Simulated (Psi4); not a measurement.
CH3O, charge +1, singlet, at a GFN2-xTB geometry; HF/pcseg-1 in Psi4.

Here is a job for Psi4.
```
memory 2 GB

molecule {
1 1
  O    -0.10364914   -0.12932954    0.58989088
  C     0.11172867    0.04016533   -0.60083038
  H     0.14193939    1.01608503   -1.10404748
  H     0.28838394   -0.85776849   -1.21133073
  H    -0.27150229    0.63532785    1.20123344
}

set basis pcseg-1
set df_basis_scf def2-universal-jkfit

energy('scf')
print_variables()
```

What the program printed (banner, timings and long lists left out):

```
   => Loading Basis Set <=

    Name: PCSEG-1
    Role: ORBITAL
    Keyword: BASIS

         ---------------------------------------------------------
                                   SCF
               by Justin Turney, Rob Parrish, Andy Simmonett
                          and Daniel G. A. Smith
                              RHF Reference
         ---------------------------------------------------------

  ==> Geometry <==

    Molecular point group: c1
    Full point group: C1

    Geometry (in Angstrom), charge = 1, multiplicity = 1:

       Center              X                  Y                   Z               Mass
    ------------   -----------------  -----------------  -----------------  -----------------
         O           -0.098585973073    -0.103964705966     0.554349811562    15.994914619570
         C            0.116791836927     0.065530164034    -0.636371448438    12.000000000000
         H            0.147002556927     1.041449864034    -1.139588548438     1.007825032230
         H            0.293447106927    -0.832403655966    -1.246871798438     1.007825032230
         H           -0.266439123073     0.660692684034     1.165692371562     1.007825032230

  Running in c1 symmetry.

  Rotational constants: A =      6.97747  B =      1.15788  C =      0.99308 [cm^-1]
  Rotational constants: A = 209179.22066  B =  34712.29186  C =  29771.80338 [MHz]
  Nuclear repulsion =   37.345548174325664

  Charge       = 1
  Multiplicity = 1
  Electrons    = 16
  Nalpha       = 8
  Nbeta        = 8

  ==> Algorithm <==

  SCF Algorithm Type is DF.
  DIIS enabled.
  MOM disabled.
  Fractional occupation disabled.
  Guess Type is SAD.
  Energy threshold   = 1.00e-06
  Density threshold  = 1.00e-06
  Integral threshold = 1.00e-12

  ==> Primary Basis <==

  Basis Set: PCSEG-1
    Blend: PCSEG-1
    Number of shells: 21
    Number of basis functions: 43
    Number of Cartesian functions: 45
    Spherical Harmonics?: true
    Max angular momentum: 2

   => Loading Basis Set <=

    Name: DEF2-UNIVERSAL-JKFIT
    Role: JKFIT
    Keyword: DF_BASIS_SCF

  ==> Integral Setup <==

  SCF_SUBTYPE=INCORE selected. In-core MEM_DF algorithm will be used.
  Using in-core AOs.

  ==> MemDFJK: Density-Fitted J/K Matrices <==

    J tasked:                   Yes
    K tasked:                   Yes
    wK tasked:                   No
    Algorithm:                 Core
    Schwarz Cutoff:           1E-12
    Mask sparsity (%):       0.0000
[...]

                           Total Energy        Delta E     RMS |[F,P]|

   @DF-RHF iter SAD:  -113.89762290928066   -1.13898e+02   0.00000e+00
   @DF-RHF iter   1:  -114.08169154947161   -1.84069e-01   6.46960e-03 DIIS/ADIIS
   @DF-RHF iter   2:  -114.12138592209962   -3.96944e-02   2.64164e-03 DIIS/ADIIS
   @DF-RHF iter   3:  -114.12654120675325   -5.15528e-03   1.02597e-03 DIIS/ADIIS
   @DF-RHF iter   4:  -114.12738141689134   -8.40210e-04   1.64940e-04 DIIS/ADIIS
   @DF-RHF iter   5:  -114.12742098287799   -3.95660e-05   5.47436e-05 DIIS
   @DF-RHF iter   6:  -114.12742814276658   -7.15989e-06   2.15577e-05 DIIS
   @DF-RHF iter   7:  -114.12742929044569   -1.14768e-06   5.54005e-06 DIIS
   @DF-RHF iter   8:  -114.12742935722319   -6.67775e-08   7.60232e-07 DIIS
  Energy and wave function converged.

  ==> Post-Iterations <==

    Orbital Energies [Eh]
    ---------------------

    Doubly Occupied:

[...]
    Virtual:

[...]
    Final Occupation by Irrep:
              A
    DOCC [     8 ]
    NA   [     8 ]
    NB   [     8 ]

  @DF-RHF Final Energy:  -114.12742935722319

   => Energetics <=

    Nuclear Repulsion Energy =             37.3455481743256641
    One-Electron Energy =                -223.9803349434119468
    Two-Electron Energy =                  72.5073574118630830
    Total Energy =                       -114.1274293572231926

Computation Completed

Properties will be evaluated at   0.000000,   0.000000,   0.000000 [a0]

Properties computed using the SCF density matrix

 Multipole Moments:

 ------------------------------------------------------------------------------------
     Multipole            Electronic (a.u.)      Nuclear  (a.u.)        Total (a.u.)
 ------------------------------------------------------------------------------------

 L = 1.  Multiply by 2.5417464519 to convert [e a0] to [Debye]
 Dipole X            :         -0.0963804            0.1626559            0.0662754
 Dipole Y            :         -0.0080994            0.8148541            0.8067547
 Dipole Z            :          0.5089199           -1.1417691           -0.6328492
 Magnitude           :                                                    1.0274939

 ------------------------------------------------------------------------------------

  Variable Map:
  ----------------------------------------------------------------------------
[...]
  Array Variable Map:
  ----------------------------------------------------------------------------
[...]
[...]
```
